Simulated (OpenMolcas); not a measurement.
An OpenMolcas run meant for Pb3+ (ANO-RCC-VTZP, DKH3; inactive shells 1s 2s 2p 3s 3p 3d 4s 4p 4d 4f 5s 5p 5d; intended active space 1 electron in 4 orbitals (6s 6p)). One step of its input:

```
&CASPT2
Multistate=1 1
Frozen=15 19
IPEA=2.0
Imaginary=0.1
MaxIter=60
WThr=0.0 0.3 0.05
PrWF=0.5
NoMix
```

The run finished. Its levels beside those of a sound run (SS-CASPT2, IPEA 0.25 Eh, imaginary shift 0.1 Eh (closed shells correlated: 5d)), in eV above each run's lowest level:

```csv
Level,This run,Usual run
6s 2S 1/2,0.0000,0.0000
6p 2P* 1/2,10.0417,10.0866
6p 2P* 3/2,12.1256,12.1705
```

**Question.** Which setting is unsound, and how much does it matter here?

**Answer.** The IPEA shift is far above its usual 0.25 hartree. Against the sound run the excited levels shown move by 360 cm-1 on average and by 360 cm-1 at most.

Spin-orbit splittings of 6p shells tend to come out small when the coupling is added on scalar orbitals. With one active electron, CASPT2 adds the correlation within the correlated inactive shells and between them and that electron, and leaves the splitting within a term as the reference gives it. Only configurations of the active space appear.

* marks odd parity.
